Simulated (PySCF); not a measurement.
PySCF 2.14 output of an unrestricted PBE0 calculation on a single atom or ion in aug-cc-pVTZ-DK, with scalar relativity by spin-free X2C-1e:

```
SCF conv_tol = 1e-09
number electrons alpha = 10  beta = 6
    C. Adamo and V. Barone.,  J. Chem. Phys. 110, 6158 (1999)
    M. Ernzerhof and G. E. Scuseria.,  J. Chem. Phys. 110, 5029 (1999)
cycle= 1 E= -398.818174157991  delta_E= -0.00254  |g|= 0.0131  |ddm|= 0.292
cycle= 2 E= -398.818206623829  delta_E= -3.25e-05  |g|= 0.00187  |ddm|= 0.0342
cycle= 3 E= -398.818207318567  delta_E= -6.95e-07  |g|= 9.94e-05  |ddm|= 0.011
cycle= 4 E= -398.818207334993  delta_E= -1.64e-08  |g|= 1.37e-05  |ddm|= 0.00258
cycle= 5 E= -398.818207335099  delta_E= -1.05e-10  |g|= 3.24e-06  |ddm|= 0.000209
converged SCF energy = -398.818207335099  <S^2> = 6.0001323  2S+1 = 5.0000529
```

The run itself started from symmetry-adapted Hartree-Fock orbitals and held the occupation by maximum overlap, on a logarithmic radial grid, so the iterations belong to that start.

Q: Which element, charge and spin multiplicity is this?

A: S (sulfur, neutral), multiplicity 5; the state was [Ne] 3s2 3p3 4s1, high-spin 5S determinant (an excited configuration).

The outer electron is Rydberg-like, and this basis confines it to a smaller radius and binds it less than a complete one would.
